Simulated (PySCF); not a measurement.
Match the calculated data to a structure.

All candidates are C3H12B2N2.

| technique | computed result |
| --- | --- |
| UV, strongest line | among the 10 lowest singlet transitions: S2 at 6.95 eV (178 nm, f = 0.145) [TDDFT CAM-B3LYP/def2-SVPD] |
| Dipole | 0.28 D [CAM-B3LYP/def2-SVPD] |
| 13C NMR | chemical shifts (computed TMS as zero) by class: 156.9 (1 C), 123.9 (1 C), 7.9 (1 C) ppm [GIAO PBE0/pcSseg-1] |
| 1H NMR | chemical shifts (computed TMS as zero) by class: 6.61 (1 H), 5.71 (1 H), 5.23 (1 H), 3.59 (1 H), 3.31 (1 H), 1.62 (2 H), 1.07 (2 H), 0.16 (3 H) ppm [GIAO PBE0/pcSseg-1] |
| Polarisability | 83.5 au [CAM-B3LYP/def2-SVPD] |
| UV, first state | lowest singlet excitation: 6.68 eV (186 nm, f = 0.120) [TDDFT CAM-B3LYP/def2-SVPD] |
| Rotational structure | rotational constants A, B, C: 6.026, 1.486, 1.332 GHz [PBE0-D3(BJ)/def2-SVP] |
| Triplet | lowest triplet excitation (Tamm–Dancoff): 4.31 eV [TDA CAM-B3LYP/def2-SVPD] |

Gas-phase values; electronic properties from PySCF, density fitting. Levels stand in brackets. The structure is a single PBE0-D3(BJ)/def2-SVP conformer in the gas phase; no vibrational or solvent corrections. Each NMR value is the plain mean over a class of atoms that symmetry, rotation or inversion makes alike.

Question: Which candidate is it?
A. `[BH2-]1[NH2+][BH-](C2CC2)[NH2+]1`
B. `C=C[B@@H-]1[NH2+][BH2-][N@H+]1C`
C. `C=C[B@H-]1[NH2+][B@H-](C)[NH2+]1`
D. `C=C(C)[BH-]1[NH2+][BH2-][NH2+]1`

Answer: C. It is `C=C[B@H-]1[NH2+][B@H-](C)[NH2+]1`. Numbering: `[CH2:1]=[CH:2][B@H-:3]1[NH2+:4][B@H-:5]([CH3:6])[NH2+:7]1`. 3 carbons fall into 3 classes; from least to most shielded: alkene CH carbon [C2] (156.9 ppm), terminal =CH2 carbon [C1] (123.9 ppm), chain sp3 carbon bound to boron [C6] (7.9 ppm). Hydrogen classes from least to most shielded: 1 H on an alkene CH carbon, C2 (6.61 ppm), 1 H on a terminal =CH2 carbon, C1 (5.71 ppm), 1 H on a terminal =CH2 carbon, C1 (5.23 ppm), 1 H on a four-coordinate boron, B3 (3.59 ppm), 1 H on a four-coordinate boron, B5 (3.31 ppm), 2 H on 2 like atoms (nitrogen bonded to 2 B and 2 H), N4/N7 (1.62 ppm, a mean of values up to 0.6 ppm apart in this geometry), 2 H on 2 like atoms (nitrogen bonded to 2 B and 2 H), N4/N7 (1.07 ppm), 3 H on an sp3 carbon bound to boron, C6 (0.16 ppm). The optimised geometry has point group C1 and is an asymmetric top.

The others, at the same levels:
- `[BH2-]1[NH2+][BH-](C2CC2)[NH2+]1` fails: it has 2 carbon classes against 3; its computed 13C shifts are 5.9 (1 C), 3.5 (2 C) ppm, 1H shifts are 3.41 (1 H), 3.33 (1 H), 2.59 (1 H), 1.77 (2 H), 1.34 (2 H), 0.40 (2 H), 0.09 (2 H), -0.52 (1 H) ppm and lowest singlet excitation is 7.25 eV (171 nm, f = 0.005) (against 6.68 eV).
- `C=C[B@@H-]1[NH2+][BH2-][N@H+]1C` fails: its computed 13C shifts are 157.0 (1 C), 123.5 (1 C), 39.4 (1 C) ppm, 1H shifts are 6.55 (1 H), 5.65 (1 H), 5.23 (1 H), 3.39 (1 H), 3.18 (1 H), 3.10 (1 H), 2.38 (3 H), 1.66 (1 H), 1.55 (1 H), 1.02 (1 H) ppm and rotational constant A is 3.369 GHz (against 6.026 GHz).
- `C=C(C)[BH-]1[NH2+][BH2-][NH2+]1` fails: its computed 13C shifts are 163.8 (1 C), 118.3 (1 C), 24.6 (1 C) ppm, 1H shifts are 5.42 (1 H), 4.84 (1 H), 3.64 (1 H), 3.46 (1 H), 3.20 (1 H), 1.80 (3 H), 1.68 (2 H), 1.46 (2 H) ppm and lowest singlet excitation is 6.46 eV (192 nm, f = 0.039) (against 6.68 eV).

Each candidate is one conformer, not necessarily the lowest. Dipoles, sizes and rotational constants follow the conformer. The torsions of the flexible species, by atom-mapped SMILES:
- `[CH2:1]=[CH:2][B@H-:3]1[NH2+:4][B@H-:5]([CH3:6])[NH2+:7]1`: C1–C2–B3–N4 13°
- `[BH2-:1]1[NH2+:2][BH-:3]([CH:4]2[CH2:5][CH2:6]2)[NH2+:7]1`: N2–B3–C4–C5 163°
- `[CH2:1]=[CH:2][B@@H-:3]1[NH2+:4][BH2-:5][N@H+:6]1[CH3:7]`: C1–C2–B3–N4 117°
- `[CH2:1]=[C:2]([CH3:3])[BH-:4]1[NH2+:5][BH2-:6][NH2+:7]1`: C1–C2–B4–N5 114°
